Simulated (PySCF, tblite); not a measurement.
C4H12OP2Si.
Bonds: C1–C2, C2–O3 (double), C2–C4, C4–P5, P5–P6, P5–C7, C7–Si8. Hydrogens: H9, H10, H11 on C1; H12, H13 on C4; H14, H15 on P6; H16, H17 on C7; H18, H19, H20 on Si8.

Computed geometry: GFN2-xTB, gas phase.

Q: What internal coordinates does the optimisation give?

A: 
```tsv
bond	length (Å)	order
C1–C2	1.502	single
C2=O3	1.212	double
C2–C4	1.493	single
C4–P5	1.890	single
P5–P6	2.167	single
P5–C7	1.855	single
C7–Si8	1.914	single
C1–H9, C1–H10, C1–H11	1.088	single
C4–H12, C4–H13	1.091	single
P6–H14	1.391	single
P6–H15	1.407	single
C7–H16, C7–H17	1.094	single
Si8–H18, Si8–H19, Si8–H20	1.465	single
```

Bonds in one row agree within 0.01 Å and their mean is given. Orders are formal, as drawn. A selection of angles:
```tsv
angle	degrees
C2–C1–H9	109.8
H9–C1–H10	108.1
H9–C1–H11	109.7
C1–C2–O3	122.7
C1–C2–C4	116.3
O3–C2–C4	121.0
C2–C4–P5	105.9
C2–C4–H12	113.0
C2–C4–H13	110.2
P5–C4–H12	109.3
P5–C4–H13	107.5
H12–C4–H13	110.7
C4–P5–P6	96.9
C4–P5–C7	98.5
P6–P5–C7	100.1
P5–P6–H14	94.4
P5–P6–H15	89.8
H14–P6–H15	91.0
P5–C7–Si8	119.1
P5–C7–H16	105.8
Si8–C7–H16	111.0
Si8–C7–H17	108.8
H16–C7–H17	105.9
C7–Si8–H18	105.3
C7–Si8–H19	111.2
C7–Si8–H20	109.5
H18–Si8–H19	109.0
H18–Si8–H20	110.7
```

Dihedral angles: C1–C2–C4–P5 -111° (anticlinal); C2–C4–P5–P6 -53° (synclinal); C4–P5–C7–Si8 70° (synclinal). The mirror-image conformer, all signs reversed, is as good.

Si8 (SiH3 silicon) is distorted tetrahedral (angles from 105.3° to 111.2°). P6 (three-coordinate phosphorus) is pyramidal (angles 94.4°, 91.0° and 89.8°, sum 275.2°, 0.87 Å off the plane of its three neighbours). The 2 C–P bonds span 1.855 Å (P5–C7, drawn single) to 1.890 Å (C4–P5, drawn single), a spread of 0.035 Å. P5 (three-coordinate phosphorus) is pyramidal (angles 100.1°, 98.5° and 96.9°, sum 295.5°, 0.95 Å off the plane of its three neighbours). Of the pairs four or more bonds apart, O3···P6 is among the closest relative to their van der Waals radii: 2.59 Å, 78 % of the sum of Bondi's values.

Point group: C1 (no symmetry element, even within 0.4 Å). Its GFN2-xTB frequencies are all real (lowest 48 cm⁻¹). The numbers are those of one conformer (C1–C2–C4–P5 -111°, C2–C4–P5–P6 -53°, C4–P5–P6–H 98° and -171°, C4–P5–C7–Si8 70°). 3 starts were optimised and ended at 0.00, 1.14 and 2.80 kcal/mol (GFN2-xTB); the lowest of these is shown.
